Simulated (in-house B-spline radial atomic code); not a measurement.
## Ionising Dy28+ with different functionals

Computed with an all-electron radial atomic-structure program (B-spline basis): scalar-relativistic (spin-free X2C) Hamiltonian, Fermi nucleus of rms radius 5.2218 fm, spin-polarised at highest spin, spherical fractional occupations for the functionals. The ionisation energy is the difference of two self-consistent energies, [Kr] 4d2 → [Kr] 4d1, without Breit or QED terms; ε is the level of the shell that loses the electron (its least bound occupied spin orbital). There is no spin-orbit coupling in this Hamiltonian.

| method | rung | ΔSCF (eV) | -ε(4d) (eV) |
| --- | --- | --- | --- |
| LDA exchange-only | LDA | 1008.83 | 986.82 |
| PW91 | GGA | 1011.37 | 989.39 |
| RPBE | GGA | ? | ? |
| r2SCAN | meta-GGA | ? | ? |

(1) What does RPBE give?

(2) What does r2SCAN give?

(3) How do they compare with the NIST value?

## Answers

(1) ΔSCF 1011.16 eV, and -ε(4d) = 989.20 eV.

(2) ΔSCF 1010.68 eV, and -ε(4d) = 989.14 eV.

(3) NIST lists 1014 eV ± 4 (tabulated theory, ground level to ground level). Errors run from -5.17 to -2.63 eV; all lie within about twice that uncertainty, so the table can't rank the methods.
